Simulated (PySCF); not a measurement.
## How methods differ on the excitation energy of Ta

Ta [Xe] 4f14 5d3 6s2 (4F) → Ta [Xe] 4f14 5d3 6s1 6p1 (high-spin determinant), as a difference of total energies. Computed with PySCF 2.14 in aug-cc-pVTZ-PP with ECP60MDF, with scalar relativity through the core potential. Correlated levels: valence: 5s2 5p6 frozen. The calculations carry no spin-orbit coupling.

| method | excitation energy (eV) |
| --- | --- |
| UHF | 1.141 |
| MP2 (valence) | 2.175 |
| SCS-MP2 (valence) | 2.538 |
| CCSD (valence) | 2.268 |
| CCSD(T) (valence) | 2.354 |

Question: How much does correlation contribute at CCSD(T) (valence)?

Answer: 2.354 − (1.141) = 1.213 eV, measured against UHF.

The determinant of the upper state mixes LS terms, which raises its energy above the lowest term, most at the Hartree-Fock and MP2 levels.
